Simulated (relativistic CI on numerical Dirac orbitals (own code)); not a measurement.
# Electric-dipole transitions in Ir⁵⁴⁺

Computed by Dirac-Coulomb-Breit CI, KLI orbitals optimised for each configuration, QED by a radiative potential, unscaled Slater integrals (own radial code, finite nucleus).

CI space (outside the closed core [Ne]): 3s2.3p6.3d5, 3s2.3p5.3d6, 3s2.3p4.3d7, 3s.3p6.3d6, 3p6.3d7, 3s.3p5.3d7, 3s2.3p6.3d4.4s, 3s2.3p6.3d4.4p, 3s2.3p4.3d6.4s, 3s2.3p6.3d4.4d, 3s2.3p4.3d6.4p, 3s2.3p5.3d5.4s, 3s2.3p6.3d4.4f, 3s.3p5.3d6.4s, 3s2.3p5.3d5.4p, 3s.3p5.3d6.4p, 3p6.3d6.4s, 3s2.3p6.3d3.4s2, 3p6.3d6.4p, 3s2.3p6.3d3.4s.4p, 3s2.3p6.3d4.5s, 3p6.3d5.4s2. Levels of other configurations are missing.

```tsv
λ vac (nm)	Lower	Upper	A (s⁻¹)	gf	Branching (%)
1.6005	3s2.3p6.3d5 2I_13/2 [15]	3s2.3p5.3d6 2H°_11/2 [200]	7.17e+12	3.30e+00	70.4
1.6102	3s2.3p6.3d5 6S_5/2 [2]	3s2.3p5.3d6 4D°_7/2 [157]	1.88e+12	5.85e-01	23.7
1.6162	3s2.3p6.3d5 2H_11/2 [4]	3s2.3p5.3d6 4F°_9/2 [159]	6.10e+12	2.39e+00	66.2
1.6193	3s2.3p5.3d6 4I°_15/2 [54]	3s2.3p4.3d7 4H_13/2 [371]	7.57e+12	4.17e+00	71.2
1.6235	3s2.3p6.3d5 2H_11/2 [30]	3s2.3p5.3d6 2H°_11/2 [262]	5.45e+12	2.58e+00	77.6
1.6292	3s2.3p6.3d5 2G_9/2 [6]	3s2.3p5.3d6 4F°_9/2 [159]	2.42e+12	9.65e-01	26.3
1.6341	3s2.3p6.3d5 2F_7/2 [9]	3s2.3p5.3d6 2D°_5/2 [161]	5.34e+12	1.28e+00	60.3
1.6367	3s2.3p6.3d5 4G_7/2 [3]	3s2.3p5.3d6 4D°_7/2 [157]	2.43e+12	7.80e-01	30.5
1.6678	3s2.3p6.3d5 2I_13/2 [15]	3s2.3p5.3d6 2I°_13/2 [181]	3.01e+12	1.76e+00	81.9
2.6136	3s2.3p6.3d5 4G_7/2 [3]	3s2.3p5.3d6 2D°_5/2 [83]	1.84e+12	1.13e+00	74.7
2.6297	3s2.3p6.3d5 2H_11/2 [4]	3s2.3p5.3d6 2G°_9/2 [82]	1.34e+12	1.39e+00	59.8
2.6362	3s2.3p6.3d5 2G_9/2 [6]	3s2.3p5.3d6 2F°_7/2 [84]	2.05e+12	1.71e+00	90.7
2.6372	3s2.3p6.3d5 4G_11/2 [13]	3s2.3p5.3d6 2H°_9/2 [123]	1.27e+12	1.32e+00	63.0
2.6535	3s2.3p6.3d5 2I_13/2 [15]	3s2.3p5.3d6 2H°_11/2 [127]	1.89e+12	2.39e+00	85.2
2.6582	3s2.3p6.3d5 2D_5/2 [1]	3s2.3p5.3d6 2P°_3/2 [46]	1.94e+12	8.21e-01	98.7
2.6653	3s2.3p6.3d5 2D_5/2 [1]	3s2.3p5.3d6 2D°_5/2 [45]	2.12e+12	1.35e+00	99.2
2.7027	3s2.3p6.3d5 2H_11/2 [4]	3s2.3p5.3d6 2H°_11/2 [77]	1.74e+12	2.29e+00	96.6
2.7055	3s2.3p6.3d5 4G_7/2 [3]	3s2.3p5.3d6 2F°_7/2 [75]	7.64e+11	6.71e-01	61.7
2.7882	3s2.3p6.3d5 2D_5/2 [1]	3s2.3p5.3d6 4D°_7/2 [43]	6.94e+11	6.47e-01	97.1
2.8155	3s2.3p6.3d5 2I_13/2 [15]	3s2.3p5.3d6 2I°_13/2 [109]	9.15e+11	1.52e+00	90.2
```

Terms are leading LS components. Brackets give the number of a level in order of energy, since labels repeat. The list gives strong lines, with weight on those to low levels, without lines whose two gauges differ by over a factor of 2.5, among the lowest 400 of 9898 levels, so that lines to higher ones, which can be the strongest, are missing. Levels whose partners in the same complex of configurations lie outside the list can be far off, and so can their lines. Rates are taken at the computed energies, electric ones in the length gauge.

At this charge energies of transitions that change n are usually good to better than 1 %, and those within a shell (Δn = 0) to a few per cent.

LS names give the leading component of a level, which can be under half, so a name can repeat, a term be missing and a line seem to break the LS rules.
